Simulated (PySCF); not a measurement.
## How methods differ on the excitation energy of P

P [Ne] 3s2 3p3 (4S) → P [Ne] 3s1 3p3 4s1 (6S), as a difference of total energies. All numbers are calculated (PySCF 2.14, the spin-free X2C one-electron Hamiltonian (Gaussian nucleus), in dyall-acv3z (19s12p6d4f, 113 functions)). Correlated levels: valence: [Ne] frozen; valence and next inner shell: 1s2 frozen; virtual orbitals above 40 to 60 times the deepest correlated orbital energy dropped. The calculations carry no spin-orbit coupling.

```tsv
method	excitation energy (eV)
UHF	10.611
LDA	12.660
PBE	12.568
PBE0	12.467
r2SCAN	12.100
BP86	12.577
M06-2X	12.911
SCS-MP2 (valence)	12.587
MP2 (valence and next inner shell)	12.297
SCS-MP2 (valence and next inner shell)	12.731
```

Question: Estimate what MN15 gives.

Answer: 12.512 eV, closest to PBE0 among the rows shown.

Question: Estimate what MP2 (valence) gives.

Answer: 12.103 eV, closest to r2SCAN among the rows shown.

The upper state lies above the first ionisation limit, but in LS coupling its spin forbids autoionisation to the ground ion. A Rydberg-like electron needs more diffuse functions than a valence basis has.

The promoted electron is Rydberg-like, and one or two diffuse shells describe it only roughly, which tends to raise the upper state.
